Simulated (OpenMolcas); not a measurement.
# Ni2+, Pd2+, Pt2+: d⁸ down the group

- Program: OpenMolcas 26.06
- Method: CASSCF
- Basis: ANO-RCC-VTZP
- Scalar Hamiltonian: DKH2, point nucleus
- Spin-orbit coupling: RASSI with atomic mean-field integrals over the reference wave functions, term energies averaged over their components

Active space for each ion: 8 electrons in 10 orbitals (d d).

Computed levels in cm-1 above ³F₄:

```
                               Level   Ni2+   Pd2+   Pt2+
                                 ³F₃   1334   3119   9874
                                 ³P₂  19850  17539  17362
                                 ³P₁  20162  17052  22595
                                 ³P₀  20429  17343  20393
                                 ¹G₄  25843  21181  25622
                                 ¹S₀  61549  49190  54771
weight of ³F in the lowest level (%)    100     99     97
```

Mixed levels, with the weight of the term that names them: Pd2+ ³P₂ (54 %), Pt2+ ³P₂ (54 %).

Measured, with the error of the calculation in %. Measured levels: Ni2+ from Corliss and Sugar, J. Phys. Chem. Ref. Data 10, 197 (1981); Pd2+ from Moore, Atomic Energy Levels, vol. III, NSRDS-NBS 35 (1971 reprint of NBS Circular 467, 1958); Pt2+ from NIST levels as listed in McCann et al., Mon. Not. R. Astron. Soc. 538, 537 (2025).

```
Level           Ni2+           Pd2+           Pt2+
  ³F₃    1361 (-2.0)    3230 (-3.4)    9752 (+1.3)
  ³P₂  16662 (+19.1)                              
  ³P₁  16978 (+18.8)  13470 (+26.6)  16782 (+34.6)
  ³P₀  17231 (+18.6)  13699 (+26.6)  14939 (+36.5)
  ¹G₄  23109 (+11.8)  17880 (+18.5)  21331 (+20.1)
  ¹S₀  52532 (+17.2)
```

The fine-structure level ³F₃ changes by a factor of 7.4 from Ni2+ to Pt2+.

Without spin-orbit coupling ³P lies 18818, 13917, 12674 cm-1 above ³F in that order; the difference to the level ³P₂, of either sign, comes from spin-orbit coupling, which also lowers the zero.

Without dynamic correlation excited terms often stand tens of per cent too high (terms of higher spin than the ground term too low), and those without a measured partner can miss by more than the paired ones. Active for correlation alone: 4d; no level in the range computed is led by a configuration that fills it, so any true level of that kind is missing (holds for Ni2+). Active for correlation alone: 5d; no level in the range computed is led by a configuration that fills it, so any true level of that kind is missing (holds for Pd2+). Active for correlation alone: 6d; no level in the range computed is led by a configuration that fills it, so any true level of that kind is missing (holds for Pt2+). Computed and measured levels are paired by configuration, term and J; levels that our copy of the source lacks, or whose pairing is in doubt (as where it misses far off the trend of its configuration), stay unpaired and out of the deviations. Levels of configurations outside the active space are missing.
